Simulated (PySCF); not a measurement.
H4P2, charge +1, multiplicity 2. Atoms are numbered in the order given.

```xyz
6

P     -1.0571     0.1219     0.0000
P      1.0571    -0.1219     0.0000
H     -1.4674    -0.6584     1.1034
H     -1.4674    -0.6584    -1.1034
H      1.4674     0.6584     1.1034
H      1.4674     0.6584    -1.1034
```
Charge +1, spin multiplicity 2.

The structure is a stationary point at PBE0-D3(BJ)/def2-TZVP. The multiplicity is an assumed one; other spin states were not compared.

The numbers are results of CAM-B3LYP/def2-TZVPD (PySCF), not measurements.

Mulliken values depend strongly on the basis, most of all with diffuse functions as here. ESP charges are fitted to the potential on shells at 1.4 to 2.0 van der Waals radii. Atomic charges (e):

```json
[
 {"atom": "P1", "ESP fit": "0.19", "Mulliken": "0.09", "Mulliken spin": "0.46"},
 {"atom": "P2", "ESP fit": "0.19", "Mulliken": "0.09", "Mulliken spin": "0.46"},
 {"atom": "H3", "ESP fit": "0.15", "Mulliken": "0.21", "Mulliken spin": "0.02"},
 {"atom": "H4", "ESP fit": "0.15", "Mulliken": "0.21", "Mulliken spin": "0.02"},
 {"atom": "H5", "ESP fit": "0.15", "Mulliken": "0.21", "Mulliken spin": "0.02"},
 {"atom": "H6", "ESP fit": "0.15", "Mulliken": "0.21", "Mulliken spin": "0.02"}
]
```
